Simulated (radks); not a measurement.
The krypton ion Kr31+, configuration [He] 2s2 2p1 (the NIST ground configuration).

All-electron calculation, Dirac Kohn-Sham, relativistic LDA (MacDonald-Vosko exchange, VWN5 correlation), spin-unpolarised, spherical densities, finite nucleus; open shells fill j = l - 1/2 first; Fermi nuclear charge, rms radius 4.1884 fm. Program: a radial shooting solver on a logarithmic mesh with Libxc functionals.

Energy parts (eV):
part                      energy
total                 -46954.488
kinetic                48600.332
electron-nucleus      -97960.512
Hartree                 3184.441
exchange-correlation    -778.749

Orbitals (lengths in bohr, moments of r in powers of bohr; <r^-3> diverges for s and p1/2):
1s1/2: occ. 2; eigenvalue (eV) -16398.39; <1/r> 36.75
2s1/2: occ. 2; eigenvalue (eV) -3761.900; <1/r> 8.851
2p1/2: occ. 1; eigenvalue (eV) -3669.730; <1/r> 8.791
2p3/2: occ. 0; eigenvalue (eV) -3605.266; <1/r> 8.495; <r^-3> 1689

The highest occupied level is 2p1/2 at -3669.7 eV. For comparison, the ionisation energy in NIST's Atomic Spectra Database is 3752 eV (semi-empirical). In exact Kohn-Sham theory the highest level is minus the ionisation energy, but local and semilocal functionals leave it too shallow, through self-interaction and a potential that decays too fast; potentials with the right tail come closer. Summed over all electrons, <r^2> = 0.09902 bohr^2, which gives a Langevin (diamagnetic) susceptibility term of -0.0784 x 10^-6 cm^3/mol.

Beside tabulated values, note that spin-unpolarised runs miss the spin-polarisation part of the exchange energy of open shells.
